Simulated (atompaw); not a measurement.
## An all-electron radial function and its pseudo partner (aluminium (Al))

Columns: radius, all-electron u(r) and pseudo u(r) of the 3s shell (level -7.75 eV) of aluminium in the configuration [Ne] 3s2 3p1; PBE, scalar-relativistic, PAW (atompaw) scheme, atompaw 4.2.0.5.

| r (bohr) | all-electron | pseudo |
| --- | --- | --- |
| 0.115 | 0.0939 | 0.0656 |
| 0.231 | -0.1382 | 0.1311 |
| 0.346 | -0.2742 | 0.1947 |
| 0.462 | -0.2893 | 0.2570 |
| 0.577 | -0.2233 | 0.3162 |
| 0.692 | -0.1155 | 0.3724 |
| 0.808 | 0.0092 | 0.4254 |
| 0.923 | 0.1326 | 0.4739 |
| 1.038 | 0.2468 | 0.5180 |
| 1.154 | 0.3484 | 0.5576 |
| 1.269 | 0.4339 | 0.5919 |
| 1.385 | 0.5048 | 0.6211 |
| 1.500 | 0.5610 | 0.6447 |
| 1.615 | 0.6045 | 0.6629 |
| 1.731 | 0.6369 | 0.6758 |
| 1.846 | 0.6584 | 0.6833 |
| 1.962 | 0.6708 | 0.6859 |
| 2.077 | 0.6750 | 0.6836 |
| 2.192 | 0.6723 | 0.6769 |
| 2.308 | 0.6639 | 0.6660 |
| 2.423 | 0.6507 | 0.6516 |
| 2.538 | 0.6338 | 0.6341 |
| 2.654 | 0.6138 | 0.6138 |
| 2.769 | 0.5916 | 0.5916 |
| 2.885 | 0.5676 | 0.5676 |
| 3.000 | 0.5428 | 0.5428 |

(1) How many radial nodes do the two functions have?

(2) Is the pseudo-wave norm-conserving?

Answers

(1) The all-electron 3s function has n − l − 1 = 2; the pseudo-wave has 0, since the states of the same l below it are removed with the core.

(2) No, it belongs to a PAW set: the norm inside the radius is not constrained, and the difference is carried by the augmentation charge.
